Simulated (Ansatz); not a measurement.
System: MnI, charge 0, multiplicity 7. The spin state was set by rule; other spins were not relaxed. 
Structure (B3LYP-D3(BJ)/def2-TZVP (Ansatz, a program for electronic structure) minimum search):
```xyz
2

Mn     0.0000     0.0000    -1.7823
I      0.0000     0.0000     0.8407
```
Charge 0, spin multiplicity 7.

Total electronic energies in hartree. Cores are frozen in the correlated levels unless marked. UHF or UKS for open shells. Spin-orbit coupling is left out. Frozen are the shells of the preceding noble gas and the d and f shells that filled before the atom's block. Past Kr the def2 sets carry scalar-relativistic core potentials. STO-3G rows are all-electron and non-relativistic. CBS marks a two-point X^-3 extrapolation of the correlation energy; Hartree-Fock from the larger set. The bracket is a focal-point correction in the basis named.

```json
[
 {"level": "HF/def2-QZVPP", "program": "Ansatz", "energy (Eh)": "-1446.61432"},
 {"level": "RI-HF/def2-QZVPP", "program": "Ansatz", "energy (Eh)": "-1446.61427"},
 {"level": "SVWN5/def2-TZVPD", "program": "Ansatz", "energy (Eh)": "-1445.98220"},
 {"level": "BLYP-D4/def2-TZVPD", "program": "Ansatz + dftd4", "energy (Eh)": "-1448.73913"},
 {"level": "BLYP/def2-TZVPD", "program": "Ansatz", "energy (Eh)": "-1448.73550"},
 {"level": "r2SCAN-D3(BJ)/def2-TZVPD", "program": "Ansatz + dftd3", "energy (Eh)": "-1448.85720"},
 {"level": "B3LYP-D3(BJ)/def2-TZVPD", "program": "Ansatz + dftd3", "energy (Eh)": "-1448.87640"},
 {"level": "B3LYP/def2-TZVPD", "program": "Ansatz", "energy (Eh)": "-1448.87294"},
 {"level": "PBE0-D3(BJ)/def2-TZVP", "program": "Ansatz + dftd3", "energy (Eh)": "-1448.55831"},
 {"level": "PBE0-D4/def2-TZVPD", "program": "Ansatz + dftd4", "energy (Eh)": "-1448.55983"},
 {"level": "r2SCANh/def2-TZVPD", "program": "Ansatz", "energy (Eh)": "-1448.83947"},
 {"level": "r2SCAN0-D4/def2-TZVPD", "program": "Ansatz + dftd4", "energy (Eh)": "-1448.81566"},
 {"level": "HSE06/def2-TZVPD", "program": "Ansatz", "energy (Eh)": "-1448.55027"},
 {"level": "CAM-B3LYP-D3(BJ)/def2-TZVPD", "program": "Ansatz + dftd3", "energy (Eh)": "-1448.81406"},
 {"level": "B2PLYP-D3(BJ)/def2-TZVPD", "program": "Ansatz + dftd3", "energy (Eh)": "-1448.20476"},
 {"level": "RPA@PBE/def2-TZVPP", "program": "Ansatz", "energy (Eh)": "-1446.99564"},
 {"level": "MP2/def2-TZVPP", "program": "Ansatz", "energy (Eh)": "-1446.83234"},
 {"level": "MP2/CBS(def2-TZVPPD,def2-QZVPPD)", "program": "Ansatz", "energy (Eh)": "-1446.9057"},
 {"level": "RI-MP2/CBS(def2-TZVPPD,def2-QZVPPD)", "program": "Ansatz", "energy (Eh)": "-1446.9057"},
 {"level": "SCS-MP2/STO-3G", "program": "Ansatz", "energy (Eh)": "-7988.43947"},
 {"level": "CCSD/CBS(def2-TZVPPD,def2-QZVPPD)", "program": "Ansatz", "energy (Eh)": "-1446.9269"},
 {"level": "RI-MP2/CBS(def2-TZVPP,def2-QZVPP)+[CCSD(T)-MP2]/def2-TZVPP", "program": "Ansatz", "energy (Eh)": "-1446.9373"},
 {"level": "CCSD(T)/CBS(def2-TZVPPD,def2-QZVPPD)", "program": "Ansatz", "energy (Eh)": "-1446.9407"}
]
```

Totals of different functionals don't rank their quality; only differences between species are comparable.
